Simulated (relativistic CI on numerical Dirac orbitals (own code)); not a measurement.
## Mo2+: M2,3 absorption edge

Computed with this model: Dirac-Coulomb-Breit CI, separate exchange-only KLI orbitals for each configuration, model QED (radiative potential, 1s self-energy scaled to tabulated hydrogen-like ionisation energies), valence Slater integrals scaled by 0.9, multiplet model of core-to-valence dipole absorption; configurations [Kr] 4d4 → [Ne] 3s2 3p5 3d10 4s2 4p6 4d5; 300 K; Lorentzian 3 eV and Gaussian 0.4 eV FWHM. Energies are those of the free ion, without screening or charge transfer. The branching ratio is the share of the lower-energy edge in the whole absorption, uncertain by about 0.02 where the edges overlap. S is read from ⟨S²⟩ = S(S + 1).

Field parameters in Wybourne normalisation: Td as Oh with Dq negative (B⁴₀ = 21Dq, B⁴₄ = √(5/14) B⁴₀). The field is a parameter set, without covalency.

Computed curve for free ion, scaled to 100 at the maximum (points under 2 are left out and the grid is thinned):

Energy (eV), Intensity and a bar:
```
    386.0        2.1 
    387.0        2.5 
    388.0        3.1 
    389.0        3.8 #
    390.0        4.8 #
    391.0        6.2 #
    392.0        8.5 ##
    392.5       10.2 ##
    393.5       15.4 ####
    394.5       25.5 #######
    395.5       44.1 #############
    396.5       64.2 ###################
    397.5       86.4 ##########################
    398.5      100.0 ##############################
    399.5       75.1 ######################
    400.5       47.8 ##############
    401.5       28.3 ########
    402.5       17.1 #####
    403.5       11.3 ###
    404.5        8.1 ##
    405.0        7.1 ##
    406.0        5.6 #
    407.0        4.6 #
    408.0        4.0 #
    409.0        3.7 #
    410.0        3.7 #
    411.0        4.1 #
    412.0        5.0 #
    413.0        6.7 #
    414.0        8.9 ##
    415.0       13.4 ###
    416.0       22.1 ######
    417.0       25.9 #######
    417.5       23.7 #######
    418.5       16.4 ####
    419.5        9.5 ##
    420.5        5.6 #
    421.5        3.7 #
    422.5        2.7 
    423.5        2.0
```

The ground state has S = 1.99, and the centroid lies at 401.67 eV.
